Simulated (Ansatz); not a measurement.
AlGe₂₃H₃₂. Charge 0, multiplicity 2. Geometry PBE-D4/def2-SVP, basis def2-SVP, Ansatz.

Cartesian coordinates in Å:
```
Ge -2.242 -3.040 2.304
Ge -1.625 1.248 3.783
Ge 4.705 0.996 0.844
Ge 1.859 2.967 2.800
Ge 1.069 -0.787 1.664
Ge 0.911 -1.794 -2.424
Ge -1.910 0.167 -0.086
Ge 1.508 2.199 -1.152
Ge -2.684 -3.443 -1.685
Ge -2.347 -0.343 -4.165
Ge -1.473 4.004 0.912
Ge 0.203 -2.965 2.373
Ge 3.509 -1.106 1.245
Ge -0.302 -3.889 -2.051
Ge 0.766 0.869 3.442
Ge -3.044 -1.980 0.249
Ge -2.485 1.871 1.581
Ge 4.267 2.539 2.692
Ge 3.952 2.026 -1.243
Ge 0.956 3.759 0.660
Al 0.552 -0.044 -0.713
Ge 0.011 -0.894 -4.522
Ge -2.577 1.185 -2.265
Ge -3.640 -2.357 -3.660
H -2.737 -4.515 2.367
H -2.806 -2.290 3.544
H -1.849 2.405 4.800
H -2.331 -0.027 4.327
H 6.228 0.651 0.790
H 1.557 4.026 3.908
H 2.408 -2.153 -2.695
H 1.045 2.868 -2.487
H -3.440 -4.781 -1.409
H -2.956 0.379 -5.409
H -1.793 5.066 2.008
H -2.117 4.489 -0.420
H 0.696 -3.236 3.827
H 0.790 -4.071 1.451
H 4.068 -1.830 2.512
H 3.653 -2.080 0.039
H 0.263 -4.663 -0.825
H -0.186 -4.829 -3.289
H 1.424 0.289 4.736
H -4.573 -1.684 0.399
H -4.042 1.992 1.613
H 4.749 1.929 4.042
H 5.051 3.864 2.456
H 4.651 3.411 -1.391
H 4.393 1.134 -2.441
H 1.564 5.176 0.398
H 0.765 0.405 -4.935
H 0.109 -1.903 -5.706
H -1.725 2.473 -2.453
H -4.066 1.627 -2.075
H -3.604 -3.327 -4.878
H -5.128 -1.981 -3.391
```

```json
{"run": "A", "HOMO (eV)": "-5.35", "LUMO (eV)": "-4.95"}
{"run": "B", "HOMO (eV)": "-6.07", "LUMO (eV)": "-4.64"}
{"run": "C", "HOMO (eV)": "-6.29", "LUMO (eV)": "-4.52"}
{"run": "D", "HOMO (eV)": "-5.67", "LUMO (eV)": "-4.97"}
```

B3LYP takes the VWN-RPA correlation. Single mean-field runs in def2-SVP are fitted with def2-universal-jkfit.

HOMO and LUMO are taken over both spins.

The runs used B3LYP, PBE, PBE0, r2SCAN. Estimate which is which.

A PBE (0 % exact exchange); B B3LYP (20 % exact exchange); C PBE0 (25 % exact exchange); D r2SCAN (0 % exact exchange). Exact exchange lowers occupied and raises empty levels; among semilocal functionals meta-GGAs tend to open the gap a little, and such runs are hard to tell apart. The gap grows from 0.39 eV (PBE) to 1.77 eV (PBE0).
